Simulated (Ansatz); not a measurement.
A run for Ansatz (an electronic-structure program): R-wB97M-V/def2-TZVPP on GeH4OSi (SMILES [OH][Ge][SiH3]), a point of a torsion scan.

Ansatz 0.2 input:
```yaml
crystal:
  periodic: [false, false, false]
  atoms:
    - {symbol: O, position_ang: [2.19581378, -0.11533986, -0.43178109]}
    - {symbol: Ge, position_ang: [0.93782135, -1.22997310, 0.13380210]}
    - {symbol: Si, position_ang: [0.71798798, -0.42056769, 2.45335446]}
    - {symbol: H, position_ang: [2.37818817, 0.77860778, -0.15028961]}
    - {symbol: H, position_ang: [0.76493382, 1.04385479, 2.63965970]}
    - {symbol: H, position_ang: [-0.50440600, -0.84371563, 3.15196585]}
    - {symbol: H, position_ang: [1.81725719, -0.91766541, 3.30129050]}
basis:
  gaussian:
    orbitals: def2-TZVPP
hamiltonian:
  xc: {name: wB97M-V}
scf: {lower_state_search: off}
```

The log:

```
WARN ansatz: RAYON_NUM_THREADS=2 ignored (pool sized by the plan → 2); use --threads N
Functional definition: wB97M-V
these checks for a lower state are left out or cut short: stability, starts, cluster_reference, orbital_swaps, neighbouring_geometries, increment
integrals: 0.13 GiB planned
1064 factors; their error is unknown
integrals: 0.16 GiB planned
224 factors; integrals over basis functions are off by at most 1.9e-5 eV
mean field: 1.04 GiB planned
mean field evaluation 1: about -66499.7268 eV, gradient 5.1e1 eV
mean field evaluation 2: about -66495.0230 eV, gradient 7.4e1 eV
mean field evaluation 4: about -66504.2522 eV, gradient 1.4e0 eV
mean field evaluation 8: about -66504.2640 eV, gradient 5.9e-2 eV
mean field evaluation 16: about -66504.4280 eV, gradient 1.3e-4 eV
mean field -66504.42802480 eV, -2443.9926515909 hartree, gradient 6.2e-6 eV, S^2 0.000000; 0 other end points of the search recorded, 0 dependent functions left out
reference -66504.42807110 eV, -2443.9926532925 hartree; 29, 29 occupied and 148, 148 virtual orbitals, 1064 factors
Total energy: -66504.42807110 eV, -2443.9926532925 hartree
Checks for a lower state left out: stability, starts, cluster_reference, orbital_swaps, neighbouring_geometries, increment
```

The run converged.

Cost: roughly 14 core-seconds.
